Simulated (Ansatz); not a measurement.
Z-matrix (Å, degrees):
```
Al
N 1 1.7744
H 2 1.0069 1 125.07
H 2 1.0069 3 109.96 1 -179.89
N 1 1.7745 2 119.93 3 -171.94
H 5 1.0069 1 125.07 2 -172.00
H 5 1.0069 6 109.96 1 -180.00
N 1 1.7745 2 120.03 3 8.07
H 8 1.0069 1 125.03 2 -171.97
H 8 1.0069 9 109.96 1 -179.93
```
Charge 0, spin multiplicity 1.

These are frozen-core CCSD(T)/cc-pVTZ // B3LYP-D3(BJ)/def2-TZVP run with Ansatz (an electronic-structure program) values and carry that method's errors.

```yaml
HF energy: -408.95922 Ha
MP2 correlation energy: -0.72850 Ha
```

Estimate the CCSD correlation energy, the (T) correction, the total energy and the T1 diagnostic.


```
Property                        Result
-----------------------  -------------
CCSD correlation energy    -0.75497 Ha
(T) correction             -0.02764 Ha
CCSD(T) total energy     -409.74183 Ha
T1 diagnostic                    0.009
```
